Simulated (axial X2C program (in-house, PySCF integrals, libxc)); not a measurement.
**Working with the constants of KB⁺**

A bond curve at the PBE0 level, with spin–orbit coupling, was computed with an axial X2C code built on PySCF integrals (basis K dyall-v3z [11s12p4d2f], B dyall-v3z [7s6p2d1f] (cores contracted in-house)) for the state Ω = 1/2 (⟨Sz⟩ = 0.50, ⟨Lz⟩ = 0.00 at PBE0). Its fit gives Re = 3.3433 Å, ωe = 148.7 cm⁻¹, ωexe = 2.14 cm⁻¹ and αe = 3.211e-03 cm⁻¹; the masses are 38.9637 and 11.0093 u. Two-component means X2C with spin–orbit coupling and atomic mean-field Coulomb and Gaunt terms.

(1) Find the reduced mass, Be and the force constant.

(2) A Morse curve ties αe to the other constants (Pekeris). How well does that hold?

(3) Where do the fundamental and the first overtone lie?

(4) Estimate De from a Morse curve and compare with the computed well depth of 0.367 eV to K+ + B.

(5) Estimate the centrifugal constant by the Kratzer relation.

One determinant describes the state; a PBE0 search over occupations chose it and may have missed a lower one. De is counted from the lowest determinant-based energies of the atoms at the same level, without counterpoise correction. Density functionals use the spin component along the axis (collinear). The 2c atoms are single determinants rather than J levels; their spin–orbit lowering is only partly caught, and De is too large by that part. This holds for PBE0. Other states lie close and PBE0, whose exact exchange favours high spin, may order them wrongly; the determinant shown need not be the ground state. The nearest other 2c determinant of the search, Ω = 3/2, lies 0.43 eV up at the distance of the search. Without a current term, density functionals place determinants with orbital angular momentum somewhat too high.

Results:

(1) From the PBE0 values: μ = 8.5839 u. Be = 16.8576/(μ Re²) = 0.1757 cm⁻¹. k = 5.8918×10⁻⁷ μ ωe² = 0.112 mdyn/Å.

(2) αe(Morse) = 6Be²/ωe × (√(ωexe/Be) − 1) = 3.101e-03 cm⁻¹; the PBE0 curve gives 3.211e-03 cm⁻¹, a ratio of 0.97.

(3) ν(1←0) = ωe − 2ωexe = 144.4 cm⁻¹; ν(2←0) = 2ωe − 6ωexe = 284.6 cm⁻¹.

(4) De(Morse) = ωe²/(4ωexe) = 0.320 eV against 0.367 eV computed, a ratio of 0.87. For De the Morse form works well here.

(5) D = 4Be³/ωe² = 9.81e-07 cm⁻¹.
